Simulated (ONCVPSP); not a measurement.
zirconium (Zr), ONCV: configuration errors across variants

zirconium, optimised norm-conserving Vanderbilt (ONCV), made with ONCVPSP 4.0.1 (PBE, scalar-relativistic). Core [Ar] 3d10, reference 4s2 4p6 4d2 5s1 (charge +1). Waves: 4s+5s: rc 1.90 bohr, ncon 4, nbas 8, qcut 5 1/bohr, 2 projectors; 4p: rc 1.75 bohr, ncon 5, nbas 10, qcut 8.2 1/bohr, 2 projectors, debl 2.1 Ha; 4d: rc 2.15 bohr, ncon 4, nbas 8, qcut 8.5 1/bohr, 2 projectors, debl 1.3 Ha. Local part: polynomial inside 1.40 bohr (lpopt 5, dvloc0 -1 Ha). Core correction: none.

All-electron excitation energies from the reference (eV): (1) 4s2 4p6 4d2 5s2 -7.137; (2) 4s2 4p6 4d2 5s0 12.940; (3) 4s2 4p6 4d1 5s0 35.567; (4) 4s2 4p6 4d0 5s0 69.784.

4 further variants failed, have other tests or another functional or relativity, and are left out.

Errors AE − PS in meV (a dash: test not solved or not reliable):

| change | (1) | (2) | (3) | (4) | bound ghosts | GHOST(+) flags above zero |
| --- | --- | --- | --- | --- | --- | --- |
| base | +0.4 | -2.8 | 0.0 | +8.0 | none | s |
| d: qcut 6.4 | +0.4 | -2.8 | +2.4 | +27 | none | s |
| core correction Teter function, fcfact 3.5, rcfact 1.7 | -0.3 | -4.8 | -8.2 | -33 | none | s |
| s: rc 2.8 | +0.2 | -4.0 | +1.7 | +20 | none | none |
| s: nproj 3 | +0.4 | -2.8 | 0.0 | +8.0 | none | s |
| d: debl 4 | +0.4 | -2.8 | +0.1 | +8.4 | none | s |

(1) Give the same row for: d: rc 1.54.

Answers

(1) +0.4, -2.7, +0.2, +8.0; bound ghosts: none; GHOST(+) flags above zero: s.
